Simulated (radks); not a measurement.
Values are calculated unless marked as measured or tabulated.
Q: Sn4+, configuration [Kr] 5s(up 0.5, down 0.5) 4d(up 5, down 4) (fractional occupations, a model configuration). Code: a radial shooting solver on a logarithmic mesh with Libxc functionals. Model: scalar-relativistic Kohn-Sham, LDA (Slater exchange, Perdew-Wang correlation), spin-polarised, spherical densities, finite nucleus; Fermi nuclear charge, rms radius 4.6519 fm. Some entries of the table are withheld. Estimate them.

| orbital | occ. | eigenvalue (Ry) | <1/r> (bohr^-1) | r(max) (bohr) |
|---|---|---|---|---|
| 1s up | 1 | -2133.606 | 53.03 | 0.01880 |
| 1s down | 1 | -2133.605 | 53.03 | 0.01880 |
| 2s up | 1 | -325.3508 | 12.10 | 0.1062 |
| 2s down | 1 | -325.3309 | 12.10 | 0.1062 |
| 2p up | 3 | -292.6416 | 11.64 | 0.08496 |
| 2p down | 3 | -292.6257 | 11.64 | 0.08496 |
| 3s up | 1 | -65.73257 | 4.295 | 0.3079 |
| 3s down | 1 | -65.71887 | 4.295 | 0.3079 |
| 3p up | 3 | -55.04169 | 4.092 | 0.3011 |
| 3p down | 3 | -55.02692 | 4.092 | 0.3011 |
| 3d up | 5 | -38.53342 | 3.865 | 0.2507 |
| 3d down | 5 | -38.51402 | 3.865 | 0.2507 |
| 4s up | 1 | (1) | 1.709 | 0.7436 |
| 4s down | 1 | (2) | 1.709 | 0.7433 |
| 4p up | 3 | -10.19142 | 1.557 | 0.7850 |
| 4p down | 3 | -10.12686 | 1.557 | 0.7848 |
| 4d up | 5 | -5.41753 | 1.267 | (3) |
| 4d down | 4 | -5.35707 | 1.265 | (4) |
| 5s up | 0.5 | -3.62640 | 0.6604 | 1.808 |
| 5s down | 0.5 | -3.60378 | 0.6571 | 1.814 |

A: 
(1) 4s up eigenvalue (Ry): -13.45742
(2) 4s down eigenvalue (Ry): -13.39276
(3) 4d up r(max) (bohr): 0.8751
(4) 4d down r(max) (bohr): 0.8753
